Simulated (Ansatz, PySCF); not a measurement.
Conformers of C2H5BO (SMILES C=CBO), B3LYP-D3(BJ)/def2-TZVP minima from an xTB search, which can miss the lowest.
Conformer 1 (charge 0, multiplicity 1, Z-matrix in Å and degrees):
```
C
C 1 1.3358
H 2 1.0847 1 122.86
H 2 1.0852 3 116.13 1 180.00
H 1 1.0880 2 118.47 3 0.00
B 1 1.5443 5 119.90 2 -179.99
O 6 1.3610 1 118.96 5 0.03
H 7 0.9619 6 113.78 1 179.99
H 6 1.2001 7 120.06 8 0.00
```

Correlated levels freeze the cores. CBS(a, b) extrapolates the correlation energy as X⁻³ and adds the Hartree–Fock energy of set b. MP2 and its Hartree–Fock in cc-pVQZ are density fitted. Rows in 6-31G* carry no dispersion term and start afresh at each structure (6-31G* with six Cartesian d functions).

Codes used: Ansatz (a quantum-chemistry and plane-wave program); PySCF for 6-31G* rows. 

Electronic energies of 4 conformers above conformer 1 (kcal/mol):

```
level                                         conformer 1  conformer 2  conformer 3  conformer 4
--------------------------------------------  -----------  -----------  -----------  -----------
PBE/def2-TZVPP                                       0.00         0.75         1.78         2.54
B3LYP/6-31G*                                         0.00         0.99         1.47         2.53
wB97M-V/def2-TZVPP                                   0.00         0.80         1.48         2.45
MP2/CBS(cc-pVTZ, cc-pVQZ) + ΔCCSD(T)/cc-pVTZ         0.00         0.74         1.42         2.34
```

Task: Give Boltzmann populations at 298.15 K for each level, counting each conformer once and leaving out zero-point, thermal and symmetry terms.

Result: 
Weights exp(−E/RT) with RT = 0.5925 kcal/mol, divided by their sum:
- PBE/def2-TZVPP: 74 %, 21 %, 4 %, 1 %
- B3LYP/6-31G*: 78 %, 15 %, 7 %, 1 %
- wB97M-V/def2-TZVPP: 74 %, 19 %, 6 %, 1 %
- MP2/CBS(cc-pVTZ, cc-pVQZ) + ΔCCSD(T)/cc-pVTZ: 72 %, 20 %, 7 %, 1 %
The share of conformer 1 runs from 72 to 78 % over these levels.
